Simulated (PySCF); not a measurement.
## Excitation energy of Pd²⁺ by level of theory

Pd²⁺ [Kr] 4d8 (3F) → Pd²⁺ [Kr] 4d7 5s1 (5F), as a difference of total energies. Calculation: PySCF 2.14, in aug-cc-pVDZ-PP with ECP28MDF (5s5p4d2f, 54 functions); a scalar-relativistic core potential. Correlated levels: valence: 4s2 4p6 frozen. The calculations carry no spin-orbit coupling.

```csv
method,excitation energy (cm⁻¹)
UHF,49936
MP2 (valence),54434
SCS-MP2 (valence),56552
CCSD (valence),53823
CCSD(T) (valence),53916
```
